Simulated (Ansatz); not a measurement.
Reaction (redistribution): `S[SiH2][SeH]` + `[OH][AlH][AlH2]` → `[OH][AlH][SiH2][SeH]` + `[AlH2][SH]`

Computed with Ansatz on PBE0-D4/def2-TZVP structures; ΔE is electronic, products minus reactants. CCSD(T)/CBS adds triple-zeta CCSD(T) − MP2 to the extrapolated MP2 energy (def2 sets, frozen cores). This one scheme is used for every species. Functionals use def2-TZVPP. HSE06 is defined as in plane-wave codes. For Se outer-core shells are correlated without core-valence functions, which leaves a few kJ/mol of doubt a bond. Scalar relativity is left out up to krypton. One conformer a species, not always the lowest.

(1) Is it downhill or uphill in electronic energy at CCSD(T)/CBS, and by how much? (Estimate.)

(2) What do these levels give: BLYP-D4, HSE06-D4, CAM-B3LYP-D4, B2PLYP, HSE06, MP2/def2-SVP, SCS-MP2/def2-TZVPP, CCSD(T)/def2-TZVPP, MP2/def2-QZVPP, SCS-MP2/def2-QZVPP, MP2/CBS(def2), CCSD/CBS(def2)? (An estimate is asked.)

Largest T1 diagnostic among the species: 0.013.

## Answers

(1) Computed: Downhill: ΔE = -71.6 kJ/mol.

(2) Ansatz gave: BLYP-D4 -72.5, HSE06-D4 -70.9, CAM-B3LYP-D4 -73.0, B2PLYP -72.3, HSE06 -69.9, MP2/def2-SVP -84.1, SCS-MP2/def2-TZVPP -70.3, CCSD(T)/def2-TZVPP -71.9, MP2/def2-QZVPP -73.4, SCS-MP2/def2-QZVPP -70.1, MP2/CBS(def2) -73.6, CCSD/CBS(def2) -70.0 kJ/mol.

At CCSD(T), def2-SVP lies −10.1 kJ/mol from the extrapolated value and def2-TZVPP −0.3 kJ/mol. Leaving LDA and LC-ωPBE aside and taking each functional with its dispersion term where it has one, the values, not all of them listed here, spread over 8.4 kJ/mol, from r2SCAN-D4 to revPBE-D4. LDA lies −5.1 kJ/mol from PBE without D4. In def2-TZVPP, CCSD(T) changes the Hartree–Fock value by −6.5 kJ/mol (the triples alone add −1.6 kJ/mol) and MP2 by −8.5 kJ/mol.
